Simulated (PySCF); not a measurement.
# Correlation energy of Pt⁺ (platinum, charge +1)

[Xe] 4f14 5d8 6p1, one real determinant (an excited configuration). All numbers are calculated (PySCF 2.14, the spin-free X2C one-electron Hamiltonian (Gaussian nucleus), in ANO-RCC-VTZP). Frozen: [Kr] 4d10 4f14; 17 electrons correlated.

```
  level  correlation energy (mhartree)
   CCSD                        -448.39
    (T)                         -14.37
CCSD(T)                        -462.76
```

Diagnostics: T1 = 0.0098, D1 = 0.0317, largest double amplitude 0.061.

The real determinant used has ⟨L²⟩ near 14 against 20 for a pure G term, so it mixes terms. Spin-orbit coupling, absent here, splits the open shell strongly.

Cost of the coupled-cluster step: of the order of 13 core-seconds, for 17 correlated electrons.

The basis was made for the ground configuration and has no added diffuse functions, which can raise the energy of the promoted electron.

The reference is one real determinant that mixes LS terms of this configuration.
